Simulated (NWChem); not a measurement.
[Br][Ga]([F])[F] (GaBrF₂), optimised at PBE0/def2-SVP with NWChem:

| Item | Result |
|---|---|
| highest occupied level (eV) | -9.31 |
| orbital gap (eV) | 7.18 |
| dipole (D) | 1.33 |
| highest harmonic frequency (cm⁻¹) | 761 |
| zero-point energy (kcal/mol) | 3.3 |

This build's default masses of Se (78.918 u) and Br (79.917 u) are each other's, which moves their modes by up to 0.6 %.

Q: One Br atom is replaced by Cl, giving [F][Ga]([F])[Cl] (GaClF₂), optimised at the same level. How do these values move?

A: 
```
quantity                           new value  change
---------------------------------  ---------  ------
highest occupied level (eV)            -9.92   -0.61
orbital gap (eV)                        7.84   +0.66
dipole (D)                              0.91   -0.42
highest harmonic frequency (cm⁻¹)        766      +5
zero-point energy (kcal/mol)             3.5    +0.2
```
